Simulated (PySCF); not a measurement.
Species: C₆H₅O₂ (charge -1).
Cartesian coordinates in Å at the GFN2-xTB level; atoms count from 1:
```xyz
13
C6H5O2 angstrom
C     -2.544   -0.497    0.356
C     -1.527   -0.324   -0.469
C     -0.617    0.862   -0.458
C      0.751    0.443   -0.136
C      1.874    0.103    0.125
C      3.301   -0.331    0.433
O      3.513   -1.536    0.254
O      4.049    0.577    0.813
H     -3.157   -1.384    0.337
H     -2.802    0.241    1.100
H     -1.276   -1.088   -1.195
H     -0.608    1.331   -1.451
H     -0.961    1.602    0.273
```

Computed geometry: GFN2-xTB, gas phase.

Take the most abundant isotopes and a rigid rotor. The values belong to one conformer with, in the numbering `[CH2:1]=[CH:2][CH2:3][C:4]#[C:5][C:6](=[O:7])[O-:8]`, C1–C2–C3–C4 117°.

Q: Give the principal moments of inertia and the rotational constants in cm⁻¹.

A: Ia = 81.59, Ib = 647.64, Ic = 696.62 u·Å²; 505379 MHz·u·Å²/I gives 6194, 780.3 and 725.5 MHz, that is A = 0.20661, B = 0.02603, C = 0.02420 cm⁻¹.

Q: Classify the top.

A: A near-prolate asymmetric top: κ = (2 × 780.3 − 6194 − 725.5)/(6194 − 725.5) = -0.98.

Q: Is it planar, by Δ = Ic − Ia − Ib?

A: Not planar: Δ = Ic − Ia − Ib = -32.61 u·Å². For a rigid frame Δ = −2 Σ m c², so Σ m c² = 16.30 u·Å² lies off the ab plane: 5.55 from hydrogen and 10.76 from heavier atoms. The atom farthest from that plane is 1.41 Å away.

Q: Where do the levels up to J = 2 lie, in MHz?

A: Above 0(0,0):
J = 1: 1(0,1) 1506, 1(1,1) 6920, 1(1,0) 6974
J = 2: 2(0,2) 4517, 2(1,2) 9876, 2(1,1) 10041, 2(2,1) 26282, 2(2,0) 26283
Those of J = 1 are B + C, A + C and A + B.

Stationary, but not proved a minimum. Zero-point vibration and centrifugal distortion are left out.
